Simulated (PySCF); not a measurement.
**MF anions for M along group 14**

MP2 with triple-zeta basis sets in PySCF, for the lowest determinant that a PBE0 search found; no spin–orbit coupling. De refers to high-spin ground-configuration atoms (the charge goes to the atom of lower measured ionisation energy or higher electron affinity, which is not always the lowest computed limit).

| M | basis | reference, frozen orbitals | charged atom | state (unpaired electrons) | Re (Å) | ωe (cm⁻¹) | De (eV) |
| --- | --- | --- | --- | --- | --- | --- | --- |
| C | def2-TZVPPD | UHF, 2 | F− | triplet (π ↑↑) | 1.454 | 793 | 2.51 |
| Ge | def2-TZVPPD | UHF, 10 | F− | triplet (π ↑↑) | 1.870 | 491 | 2.73 |
| Sn | def2-TZVPPD | UHF, 5 | F− | triplet (π ↑↑) | 2.048 | 443 | 2.66 |

(1) The row for M = Si is missing. Estimate Re, ωe and De as the mean of the rows for C and Ge, and compare with the calculation.

Correlated steps freeze the inner cores (2 to 10 orbitals); shallow outer-core shells are correlated. Spin–orbit coupling is left out, which matters for elements this heavy, above all for dissociation energies. For an ion De counts to the pair picked by the measured ionisation energies or electron affinities, which need not be the lowest pair at this level. States were picked by a PBE0 search and need not be the measured ground states.

## Answers

(1) The means are 1.662 Å, 642 cm⁻¹ and 2.62 eV. UHF-MP2 in def2-TZVPPD gives SiF⁻ as a triplet (π ↑↑) with Re = 1.713 Å, ωe = 640 cm⁻¹, De = 3.27 eV, so the estimate is off by -5.1 pm, +0 % and -0.65 eV.
